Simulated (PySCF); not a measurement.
Calculation: B3LYP-D3(BJ)/def2-TZVP // B3LYP-D3(BJ)/def2-SVP (PySCF). Gas-phase values, no solvent. One relaxed conformer stands for a flexible species; it need not be the lowest. B3LYP has the VWN-RPA correlation part, as in Gaussian. Delta-SCF ions had no search for a lower state. 

Reference species (SMILES): `[C@@H](C[SiH3])(CC)C(F)(F)F` (C–C–C–C torsion 173°, C–C–C–Si torsion -63°) (neutral, multiplicity 1).

The vertical ionisation energy (Delta-SCF) is 10.80 eV, the HOMO–LUMO gap is 9.11 eV and the S1 oscillator strength comes out as 0.080.

After one change: the vertical ionisation energy (Delta-SCF) falls by 0.45 eV; the HOMO–LUMO gap falls by 0.61 eV; the S1 oscillator strength decreases by 0.060.

Task: Name the change that produced these shifts. The new species is one of these.
A. `C[C@@H](CC[SiH3])C(F)(F)F` (C–C–C–C torsion -64°, C–C–C–Si torsion -177°)
B. `C[C@@H]([SiH3])CCC(F)(F)F` (Si–C–C–C torsion -63°, C–C–C–C torsion -176°)
C. `CCC[C@@H]([SiH3])C(F)(F)F` (C–C–C–C torsion 176°, C–C–C–Si torsion 59°)
D. `CC[C@@](C)([SiH3])C(F)(F)F` (C–C–C–Si torsion 56°)

Result: B, `C[C@@H]([SiH3])CCC(F)(F)F` (Si–C–C–C torsion -63°, C–C–C–C torsion -176°)
